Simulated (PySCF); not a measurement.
## Ionisation energy along the 1-electron series

Calculated with PySCF 2.14 and a two-component X2C-1e Hamiltonian (Gaussian nucleus, no Breit or QED terms), each ion in its own even-tempered basis scaled to its charge; GMP2 freezes nothing and drops the highest virtual spinors. Values in eV. NIST values: (m) measured, (s) semi-empirical, (t) theoretical.

```csv
ion,configuration,GHF (screened spin-orbit),NIST
Se³³⁺,1s1,15977.7,15968.1 (t)
Br³⁴⁺,1s1,16947.7,16937.1 (t)
Kr³⁵⁺,1s1,17947.9,17936.2 (t)
Rb³⁶⁺,1s1,18978.3,18965.5 (t)
Sr³⁷⁺,1s1,20039.1,20025.3 (t)
Nb⁴⁰⁺,1s1,23406.6,23388.8 (t)
Mo⁴¹⁺,1s1,24591.5,24572.2 (t)
Tc⁴²⁺,1s1,25807.8,25787.0 (t)
Ru⁴³⁺,1s1,27056.0,27033.6 (t)
Rh⁴⁴⁺,1s1,28336.2,28312.0 (t)
Pd⁴⁵⁺,1s1,29648.6,29622.7 (t)
Ag⁴⁶⁺,1s1,30993.6,30965.8 (t)
```

(1) Fill in the row of Zr³⁹⁺.

Results:

(1) configuration: 1s1; GHF (screened spin-orbit): 22253.1; NIST: 22236.7 (t).
